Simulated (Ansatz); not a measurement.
Ansatz (an electronic-structure program) input (CCSD(T,core; 1s of Na to Cl frozen)/cc-pwCVTZ):
A basis named .json is the Basis Set Exchange file of that set.

Ansatz 0.2 input:
```yaml
crystal:
  periodic: [false, false, false]
  atoms:
    - {symbol: Si, position_ang: [0.34699007, 0.39812116, 0.18158183]}
    - {symbol: C, position_ang: [-1.51244605, 0.18557296, 0.19095063]}
    - {symbol: F, position_ang: [0.99778404, -0.82571578, -0.64998435]}
    - {symbol: H, position_ang: [0.91208954, 0.32284150, 1.56001238]}
    - {symbol: H, position_ang: [-1.77273916, -0.79249230, 0.60609456]}
    - {symbol: H, position_ang: [-1.97323805, 0.95809902, 0.81014782]}
    - {symbol: H, position_ang: [-1.92935342, 0.25585982, -0.81424493]}
basis:
  gaussian:
    orbitals: cc-pwCVTZ.json
magnetization: {spin_polarized: true, initial_magnetization: 1}
correlation: {method: ccsd_t, frozen_orbitals: {C: 0, F: 0, H: 0, Si: 1}}
```

Output:

```
Functional definition: HF
integrals: 1.36 GiB planned
1155 factors; integrals over basis functions are off by at most 8.9e-4 eV
mean field: 0.79 GiB planned
mean field evaluation 1: about -11661.9599 eV, gradient 2.4e1 eV
mean field evaluation 2: about -11661.9621 eV, gradient 2.4e1 eV
mean field evaluation 4: about -11664.6520 eV, gradient 2.6e0 eV
mean field evaluation 8: about -11664.7314 eV, gradient 1.4e-1 eV
mean field evaluation 16: about -11664.7183 eV, gradient 9.5e-1 eV
mean field -11664.73177520 eV, -428.6709860995 hartree, gradient 2.0e-6 eV, S^2 0.753287; 0 other end points of the search recorded, 0 dependent functions left out
1 core orbitals not correlated
reference -11664.73177520 eV, -428.6709860995 hartree; 16, 15 occupied and 184, 185 virtual orbitals, 1155 factors
second order -24.41807061 eV of doubles, -0.00000000 eV of singles
coupled cluster: 7.97 GiB planned
cycle   1  -24.78284034 eV  change   -3.6e-1 eV  update   8.2e-2
cycle   2  -25.17010022 eV  change   -3.9e-1 eV  update   2.5e-2
cycle   3  -25.26330821 eV  change   -9.3e-2 eV  update   1.4e-2
cycle   4  -25.25256029 eV  change    1.1e-2 eV  update   4.0e-3
cycle   5  -25.25054115 eV  change    2.0e-3 eV  update   1.9e-3
cycle   6  -25.25173583 eV  change   -1.2e-3 eV  update   6.4e-4
cycle   7  -25.25168405 eV  change    5.2e-5 eV  update   2.8e-4
cycle   8  -25.25162860 eV  change    5.5e-5 eV  update   8.6e-5
cycle   9  -25.25166879 eV  change   -4.0e-5 eV  update   3.4e-5
cycle  10  -25.25166447 eV  change    4.3e-6 eV  update   1.4e-5
perturbative correction -0.60041250 eV, -0.0220647524 hartree
Total energy: -11690.58385218 eV, -429.6210324051 hartree
```

It need not be the lowest isomer of its formula.
